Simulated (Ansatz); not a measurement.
Geometry optimisation, Ansatz 0.2.0, UKS B3LYP/def2-SVP.

input.yaml

```yaml
crystal:
  periodic: [false, false, false]
  atoms:
    - { symbol: Ga, position_ang: [-0.034609, 0.662674, 0.140619] }
    - { symbol: O, position_ang: [0.179914, -1.115668, 0.572327] }
    - { symbol: O, position_ang: [-0.264023, 0.419401, -1.609727] }
    - { symbol: H, position_ang: [-0.182949, -0.550137, -1.61412] }
    - { symbol: H, position_ang: [-0.019774, 1.937551, 1.013341] }
    - { symbol: H, position_ang: [0.32154, -1.35372, 1.49766] }
magnetization:
  spin_polarized: true
basis:
  gaussian: { orbitals: def2-SVP }
hamiltonian:
  xc: b3lyp
relax:
  f_tol: 0.03
  max_steps: 50
```

Run as:

```bash
$ ansatz run input.yaml --threads 2 --pin off --max-ram 3072MiB --backend cpu --events-out ev --progress --plain --runs-dir out
```

Where does it end, and by what steps?

The run converged. After 5 steps the energy has fallen by 0.204 eV; H4 moved furthest, 0.46 Å.

| step | energy less start (eV) | largest force component (eV/Å) | accepted |
| --- | --- | --- | --- |
| 0 | 0.0000 | 1.017 | yes |
| 1 | -0.1144 | 0.690 | yes |
| 2 | -0.1397 | 1.048 | yes |
| 3 | -0.2002 | 0.166 | yes |
| 4 | -0.2029 | 0.051 | yes |
| 5 | -0.2041 | 0.021 | yes |

```xyz
6
Properties=species:S:1:pos:R:3
Ga -0.018 0.474 0.143
O 0.210 -1.181 0.796
O -0.270 0.507 -1.622
H -0.255 -0.370 -2.030
H -0.010 1.793 0.963
H 0.343 -1.222 1.751
```

Time of the run: 7.4 s on 2 threads of Intel(R) Xeon(R) 6975P-C (Granite Rapids), with other jobs on the host, peak memory 0.22 GiB.
